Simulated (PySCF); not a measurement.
**Static response to an electric field**

C2H8O3Si3.
Cartesian coordinates in Å at the GFN2-xTB level; atoms count from 1:
```
atom  x, y, z in Å
Si1   -2.9428   -0.2835   -0.0546
O2    -1.7750    0.7427   -0.5904
C3    -0.4686    0.5373   -0.3790
C4     0.4212    1.4267   -0.8182
O5     1.7733    1.3572   -0.6757
Si6    2.7074    0.1084   -0.1780
Si7    1.1766   -1.0810    1.0588
O8    -0.2045   -0.6101    0.2813
H9    -4.0834    0.4720   -0.5484
H10   -2.9070   -0.4017    1.4025
H11   -2.8020   -1.6039   -0.6655
H12    0.0799    2.3083   -1.3368
H13    3.2024   -0.5860   -1.3768
H14    3.7900    0.8390    0.4741
H15    1.0022   -0.6891    2.4653
H16    1.0226   -2.5273    0.9298
```

Level: wB97X-D/def2-SVPD (PySCF), static field, nuclei fixed, core orbitals frozen in the response. The polarisability tensor in these axes (au):

```
x   128.85   5.92  -3.39
y     5.92 100.38  -9.90
z    -3.39  -9.90  94.70
```

**Question.** Diagonalise the tensor; give its mean and Δα, where Δα² is half the sum of the squared differences of the eigenvalues.

**Answer.** Principal values 87.22, 105.84 and 130.85 au; mean 107.97 au = 16.00 Å³ = 17.80 × 10⁻⁴⁰ C²·m²/J; Δα = 37.92 au (35 % of the mean).

**Question.** What is the dipole moment, and where does it point?

**Answer.** (0.88, -1.60, 1.10) D, 2.13 D in size, pointing from the negative to the positive side. Measured along this direction, the outermost atoms are H12 and H9 at the negative end and H16 at the positive end.

**Question.** What depolarisation ratio follows for Rayleigh scattering of linearly polarised light, taking the static tensor?

**Answer.** ρ = 3Δα²/(45ᾱ² + 4Δα²) = 4313.2/(524623 + 5751.0) = 0.00813.

**Question.** Directions of the eigenvectors, and the extent of the frame along each?

**Answer.** Largest value along (0.96, 0.24, -0.15), where the nuclei span 7.48 Å; middle along (-0.28, 0.76, -0.59), 5.27 Å; least along (-0.02, 0.61, 0.79), 3.04 Å. The response follows the extents in order.

**Question.** What would n − 1 = 2πNα be for an ideal gas of these molecules at 298.15 K and 1 atm, electronic part alone?

**Answer.** N = p/kT = 2.4615 × 10¹⁹ cm⁻³, so n − 1 = 2π × N × 16.00 × 10⁻²⁴ cm³ = 2475 × 10⁻⁶ at long wavelengths.

**Question.** Give the eigenvalues of the traceless quadrupole moment Θ = ½Σq(3rr − r²1), origin at the centre of nuclear charge.

**Answer.** -3.62, -2.00, 5.62 D·Å. The values depend on the origin, since the dipole doesn't vanish. The electronic extent ⟨r²⟩ about the same centre is 1820 bohr², a root-mean-square distance of 2.43 Å for the 86 electrons.

**Question.** Find the Langevin capture rate constant for O2+ (31.990 u) meeting this molecule (163.978 u), k = 2.342 × 10⁻⁹ cm³/s × √(α in Å³ / reduced mass in u).

**Answer.** The reduced mass is 26.77 u, so k = 1.81 × 10⁻⁹ cm³/s. The formula leaves out the permanent dipole, which adds to the capture rate.

The structure is a single GFN2-xTB conformer in the gas phase; no vibrational or solvent corrections.
